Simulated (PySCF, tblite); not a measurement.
Isomers of C4H9NOSi2. Computed with GFN2-xTB (tblite): harmonic, unscaled wavenumbers at the GFN2-xTB geometry, gas phase. Against measured fundamentals such values can be off by several per cent, at times by over 20. Modes of hydrogen on silicon can be 10 to 20 % off. One conformer each.

Electronic energies: PBE0/pcSseg-1 single points on the GFN2-xTB geometries (PySCF, gas phase).

```csv
SMILES,"electronic energy, lowest = 0 (kJ/mol)"
C=C[SiH2][C@@H](C#N)O[SiH3],299.2
[H]/N=C\[C@@]1([SiH3])C=CO[SiH2]1,240.4
N#C[C@H]1CC[SiH2]O[SiH2]1,0.0
```

Q: How do GFN2-xTB zero-point energies change the relative energies?

A: 
```
                           SMILES  ZPE (kJ/mol)  of it from modes above 1550 cm⁻¹  electronic (kJ/mol)  with ZPE, lowest = 0 (kJ/mol)  lowest mode (cm⁻¹)  rings
        N#C[C@H]1CC[SiH2]O[SiH2]1         313.2                             157.6                  0.0                            0.0                  49      1
[H]/N=C\[C@@]1([SiH3])C=CO[SiH2]1         300.8                             163.5                240.4                          227.9                  78      1
      C=C[SiH2][C@@H](C#N)O[SiH3]         292.4                             164.5                299.2                          278.4                  33      0
```

The zero-point energies span 20.8 kJ/mol, from `C=C[SiH2][C@@H](C#N)O[SiH3]` to `N#C[C@H]1CC[SiH2]O[SiH2]1`. The order is unchanged.

Q: And how do the electronic energies of GFN2-xTB itself compare?

A: `N#C[C@H]1CC[SiH2]O[SiH2]1` 0.0; `[H]/N=C\[C@@]1([SiH3])C=CO[SiH2]1` 205.7; `C=C[SiH2][C@@H](C#N)O[SiH3]` 281.0 kJ/mol, lowest = 0. Against the energies above, taken from the same isomer `N#C[C@H]1CC[SiH2]O[SiH2]1`, the largest difference is 34.7 kJ/mol.

Q: What do entropy and thermal enthalpy add at 298.15 K and 1 bar (rigid rotor, harmonic oscillator, one conformer each)?

A: 
| SMILES | point group | symmetry number | S (J/(mol K)) | H − H(0) (kJ/mol) | ZPE + H − H(0) − TS (kJ/mol) |
| --- | --- | --- | --- | --- | --- |
| N#C[C@H]1CC[SiH2]O[SiH2]1 | C1 | 1 | 403.7 | 28.14 | 220.9 |
| [H]/N=C\[C@@]1([SiH3])C=CO[SiH2]1 | C1 | 1 | 408.1 | 29.38 | 208.5 |
| C=C[SiH2][C@@H](C#N)O[SiH3] | C1 | 1 | 459.7 | 33.90 | 189.2 |
